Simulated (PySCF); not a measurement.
Point-charge models of `C=C1C=C/C1=C\C=C/F` against its computed dipole.

Coordinates (GFN2-xTB, Å) and charges (e) from the PBE0/pcSseg-1 density (PySCF):

```tsv
atom	x	y	z	Mulliken	IAO	Hirshfeld	ESP-fitted
C1	-2.678	-0.505	-0.470	-0.0234	-0.3445	-0.1120	-0.6448
C2	-1.801	0.258	0.158	-0.2226	+0.0193	-0.0077	+0.2895
C3	-1.837	1.479	0.985	-0.0431	-0.1391	-0.0321	-0.2755
C4	-0.493	1.480	1.150	-0.0667	-0.1466	-0.0358	-0.0783
C5	-0.319	0.266	0.344	-0.0668	+0.0082	-0.0069	-0.1616
C6	0.692	-0.509	-0.058	-0.0235	-0.1746	-0.0637	+0.0250
C7	2.068	-0.260	0.280	-0.2420	-0.2014	-0.0777	-0.3438
C8	3.088	-1.022	-0.112	+0.2751	+0.1342	+0.0402	+0.0228
F9	2.916	-2.115	-0.875	-0.2759	-0.2706	-0.0821	-0.1312
H10	-3.733	-0.286	-0.450	+0.1148	+0.1568	+0.0483	+0.2426
H11	-2.372	-1.375	-1.025	+0.1188	+0.1578	+0.0495	+0.2250
H12	-2.638	2.111	1.316	+0.0646	+0.1605	+0.0612	+0.1933
H13	0.195	2.121	1.668	+0.0654	+0.1573	+0.0593	+0.1550
H14	0.486	-1.375	-0.672	+0.1055	+0.1628	+0.0462	+0.1360
H15	2.291	0.600	0.891	+0.1189	+0.1617	+0.0533	+0.1978
H16	4.128	-0.858	0.126	+0.1008	+0.1581	+0.0599	+0.1481
```

Q: Form Σ q r in debye for every column and set it beside the full dipole.

A: The full density gives (0.04, 1.55, 1.06) D, 1.88 D in size; dipole vectors point from the negative to the positive end.

```tsv
scheme	μx	μy	μz	size (D)	share of the full size (%)	angle to the full dipole (°)
Mulliken	-0.01	0.34	0.22	0.41	22	4
IAO	0.24	2.32	1.60	2.83	151	4
Hirshfeld	0.08	1.09	0.75	1.33	71	2
ESP-fitted	0.03	1.57	1.07	1.90	101	0
```

Q: Which set comes closest?

A: Length of the difference vector: ESP-fitted 0.03 D, Hirshfeld 0.55 D, IAO 0.96 D, Mulliken 1.47 D. Closest: ESP-fitted. The schemes that divide the density aren't constrained to reproduce the dipole.

Q: What is left for the Hirshfeld atoms' own dipoles?

A: The Hirshfeld atoms' densities add up to the full density, so μ = Σ q r + Σ (atomic dipoles). The atomic dipoles sum to (0.04, 1.55, 1.06) − (0.08, 1.09, 0.75) = (-0.04, 0.46, 0.31) D, 0.55 D in size.

Q: With the origin at the mean of the coordinates, (0.000, 0.001, 0.204) Å, which are the largest single terms, by size, of the Hirshfeld dipole along the direction of the full one?

A: F9 +0.90, H13 +0.74, H12 +0.68, C1 +0.46, H11 -0.45 D; all 16 atoms together +1.33 D. The single terms depend on the origin, their sum doesn't.

Q: Give the size of the full dipole in other units.

A: 1.88 D = 0.739 au = 0.391 e·Å = 6.27 × 10⁻³⁰ C·m.

Isolated species at its GFN2-xTB geometry (one conformer only).

Shape of the structure used: `[CH2:1]=[C:2]1[CH:3]=[CH:4]/[C:5]1=[CH:6]\[CH:7]=[CH:8]/[F:9]`: C5–C6–C7–C8 180°.
